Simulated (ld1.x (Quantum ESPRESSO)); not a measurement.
**Scattering properties, ultrasoft potential for Ni**

```
Element                 : Ni
Generator               : ld1.x (Quantum ESPRESSO) 7.5
Type                    : ultrasoft
Functional              : PBEsol
Relativity              : scalar-relativistic
Frozen core             : [Ar]
Valence charge          : 10
Reference configuration : 3d8 4s1.75 4p0.25
Partial waves           : 4s (bound): rcut 1.78, rcutus 1.88 bohr; 4s channel at 2.95 Ry: rcut 1.78, rcutus 1.88 bohr; 4p (bound): rcut 2.45, rcutus 3.30 bohr; 4p channel at 1.3 Ry: rcut 2.45, rcutus 3.30 bohr; 3d (bound): rcut 0.70, rcutus 0.95 bohr; 3d channel at 3.3 Ry: rcut 0.70, rcutus 0.95 bohr
Local potential         : all-electron potential smoothed inside 0.85 bohr (lloc = -2)
Core correction         : a·sin(br)/r model core, default radius (core density twice the valence density)
Augmentation charge     : built from norm-conserving waves at rcut, not smoothed further
```

The phase is arctan(r·u′/u) with u = r·R(r), unwrapped; energies in Ry, scanned from -3 to 5 Ry. A pole is an energy at which the radial function vanishes at the test radius. The pseudo phase is shifted by a multiple of π to meet the all-electron one at the reference energy, and phase errors are pseudo minus all-electron; the curves can meet again beyond the range given. Levels narrower than the energy grid can be missing from the lists of poles.

For each channel, where are the poles, and over which energies does the pseudopotential scatter like the atom?

```json
{"channel": "s", "radius (bohr)": "3.62", "reference energy (Ry)": "-0.44", "poles, all-electron": "-0.07, 3.47", "poles, pseudo": "-0.07, 3.48", "unbroken range about the reference energy with phases within 0.05 rad": "the whole range", "phase error 1 Ry above the reference energy (rad)": "-0.001"}
{"channel": "p", "radius (bohr)": "3.62", "reference energy (Ry)": "-0.11", "poles, all-electron": "0.60, 4.23", "poles, pseudo": "0.60, 3.68", "unbroken range about the reference energy with phases within 0.05 rad": "below 2.0", "phase error 1 Ry above the reference energy (rad)": "-0.000"}
{"channel": "d", "radius (bohr)": "3.62", "reference energy (Ry)": "-0.69", "poles, all-electron": "-0.68, 1.81", "poles, pseudo": "-0.68, 1.81", "unbroken range about the reference energy with phases within 0.05 rad": "the whole range", "phase error 1 Ry above the reference energy (rad)": "+0.000"}
```

Note: ghost state, extra bound levels that the all-electron valence spectrum of the same l lacks: s at -217.6 eV (p not tested). A true bound ghost makes a file unfit for plane-wave use. Its overlap operator is not positive definite in a basis up to 400 Ry (lowest eigenvalue p -0.28), so the file is unfit for use: the generalised eigenproblem breaks down once the basis is large enough, and its test numbers describe a broken file.

Phases in the p channel:

```json
{"E (Ry)": "-3.00", "all-electron": "1.404", "pseudo": "1.401"}
{"E (Ry)": "-2.52", "all-electron": "1.387", "pseudo": "1.384"}
{"E (Ry)": "-2.04", "all-electron": "1.363", "pseudo": "1.361"}
{"E (Ry)": "-1.56", "all-electron": "1.326", "pseudo": "1.324"}
{"E (Ry)": "-1.08", "all-electron": "1.259", "pseudo": "1.257"}
{"E (Ry)": "-0.60", "all-electron": "1.081", "pseudo": "1.079"}
{"E (Ry)": "-0.12", "all-electron": "-0.242", "pseudo": "-0.242"}
{"E (Ry)": "0.36", "all-electron": "-1.450", "pseudo": "-1.450"}
{"E (Ry)": "0.84", "all-electron": "-1.649", "pseudo": "-1.649"}
{"E (Ry)": "1.32", "all-electron": "-1.793", "pseudo": "-1.793"}
{"E (Ry)": "1.80", "all-electron": "-2.107", "pseudo": "-2.114"}
{"E (Ry)": "2.28", "all-electron": "-3.704", "pseudo": "-3.798"}
{"E (Ry)": "2.76", "all-electron": "-4.431", "pseudo": "-4.470"}
{"E (Ry)": "3.24", "all-electron": "-4.589", "pseudo": "-4.626"}
{"E (Ry)": "3.72", "all-electron": "-4.662", "pseudo": "-4.720"}
{"E (Ry)": "4.20", "all-electron": "-4.710", "pseudo": "-4.908"}
{"E (Ry)": "4.68", "all-electron": "-4.750", "pseudo": "-7.623"}
```
